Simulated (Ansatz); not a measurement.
Relaxation of C2H6GaNO (11 atoms, charge 0, multiplicity 1), to a largest force component of 0.015 eV/Å in at most 40 steps.

Theory: RKS r2SCAN/def2-SVP (Ansatz).

```xyz
11
Properties=species:S:1:pos:R:3
C -0.079 1.356 0.956
N -0.651 0.242 1.149
C -1.929 0.208 1.782
Ga -1.981 1.062 3.641
O -0.742 1.047 4.493
H 0.838 1.520 0.454
H -0.631 2.294 1.264
H -2.258 -0.777 1.965
H -2.693 0.696 1.041
H -2.239 2.006 3.448
H 0.186 0.790 4.180
```

Question: Where does it end, and by what steps?

Answer: It converged. After 20 steps the energy has fallen by 9.290 eV; H10 moved furthest, 1.56 Å. The start is strongly strained (largest force component 30 eV/Å).

```
step  energy less start (eV)  largest force component (eV/Å)  accepted
   0                  0.0000                          30.488       yes
   1                 -6.0562                          10.414       yes
   2                 -8.1285                           3.164       yes
   3                 -8.8063                           0.722       yes
   4                 -8.9953                           1.166       yes
   5                 -9.0698                           0.479       yes
   6                 -9.1087                           0.480       yes
   7                 -9.1565                           0.523       yes
   8                 -9.2015                           0.413       yes
   9                 -9.2216                           0.593       yes
  10                 -9.2406                           0.644       yes
  11                 -9.2637                           0.266       yes
  12                 -9.2751                           0.156       yes
  13                 -9.2814                           0.218       yes
  14                 -9.2860                           0.178       yes
  15                 -9.2880                           0.128       yes
  16                 -9.2897                           0.073       yes
  17                 -9.2901                           0.047       yes
  18                 -9.2902                           0.024       yes
  19                 -9.2902                           0.018       yes
  20                 -9.2903                           0.010       yes
```

```xyz
11
Properties=species:S:1:pos:R:3
C 0.037 1.189 0.658
N -0.476 0.447 1.554
C -1.880 0.540 1.830
Ga -2.047 1.131 3.724
O -0.499 1.065 4.610
H 1.120 1.144 0.472
H -0.557 1.894 0.038
H -2.325 -0.473 1.824
H -2.456 1.171 1.118
H -3.286 1.602 4.534
H 0.190 0.736 4.012
```

Whether the end is a true minimum wasn't checked by a vibrational analysis.

The run took 94 s on 2 threads of Intel(R) Xeon(R) Platinum 8488C (Sapphire Rapids), with other jobs on the host, peak memory 0.21 GiB.
